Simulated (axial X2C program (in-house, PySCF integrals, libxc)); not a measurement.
# TbF⁺: a free-ion multiplet in an axial field

Computed with an in-house all-electron X2C program for linear molecules (integrals from PySCF): two-component X2C with atomic mean-field Coulomb and Gaunt terms, basis Tb dyall-v3z, F dyall-v3z (cores contracted in-house). Orbitals come from Hartree–Fock averaged over the configuration Tb f9 s0; CI then distributes these electrons over the f, s shells of Tb.

R = 2.017 Å.

Question: Which level do Hund's rules give for f9, how many Ω levels does it split into, and what is its Landé factor?

Answer: S = 5/2, L = 5, J = 15/2 (6H15/2). It gives Ω = 1/2 to 15/2, 8 levels. gJ = 3/2 + [S(S+1) − L(L+1)]/[2J(J+1)] = 1.333, so g∥ = 2gJΩ.

The computed levels compare thus:

```csv
Ω,energy (cm⁻¹),g∥ computed,2gJΩ
15/2,0,19.93,20.00
13/2,354,17.05,17.33
11/2,637,14.32,14.67
9/2,849,11.67,12.00
7/2,998,9.08,9.33
5/2,1094,6.49,6.67
3/2,1149,3.90,4.00
1/2,1174,1.30,1.33
```

The 8 lowest levels are just these Ω; they span 1174 cm⁻¹, the lowest has Ω = 15/2, and the next level lies at 2796 cm⁻¹. Departures of g∥ from 2gJΩ come from intermediate coupling and from mixing with the higher-lying level J − 1 of the term. The computed g∥ is the magnitude of 2⟨Lz + ge Sz⟩.

Dynamic correlation is missing, so gaps between terms are too wide and other configurations may lie lower; the lowest level listed is that of this model, not necessarily the ground state. At most 4 roots were kept for each Ω > 0 (twice that for Ω = 0) within 2.2 eV of the lowest, so higher up levels can be missing between those listed; levels with Ω > 0 are doubly degenerate and listed once, Ω = 0 levels singly. States that fill the shells left empty in the average are placed too high.
